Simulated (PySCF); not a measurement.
# Cobalt: a sound run and one with changed settings

Sound run: Co(2+) [Ar] 3d7, Co(3+) [Ar] 3d6. Calculation: PySCF 2.14, in x2c-SVPall (5s3p3d1f, 36 functions); scalar relativity by spin-free X2C-1e. In the sound run the correlated levels freeze [Ar]. The sound run starts from symmetry-adapted Hartree-Fock orbitals and uses a fine grid where one is needed.

Changed run: basis STO-3G, all-electron and non-relativistic. This setting is unsound on purpose.

```csv
species,method,sound run (hartree),changed run (hartree),converged
Co(2+),UHF,-1390.81514,-1365.36838,yes
Co(2+),LDA,-1389.37122,-1363.54239,yes
Co(2+),MN15,-1392.80657,-1364.44135,yes
Co(2+),MP2,-1390.92221,-1365.36885,yes
Co(3+),UHF,-1389.65902,-1364.82871,yes
Co(3+),LDA,-1388.09504,-1362.93731,yes
Co(3+),MN15,-1391.56904,-1363.87736,yes
Co(3+),MP2,-1389.71791,-1364.82878,yes
```

Ionisation energy of Co(2+):

| method | sound run (eV) | changed run (eV) |
| --- | --- | --- |
| UHF | 31.460 | 14.685 |
| LDA | 34.727 | 16.465 |
| MN15 | 33.675 | 15.347 |
| MP2 | 32.771 | 14.696 |
| SCS-MP2 | 32.741 | 14.697 |

A minimal basis cannot let orbitals breathe on ionisation and holds almost no correlation. The Hamiltonian changed with the basis, so the totals do not compare.

For comparison, NIST gives 33.5 ± 0.06 eV between the lowest levels.
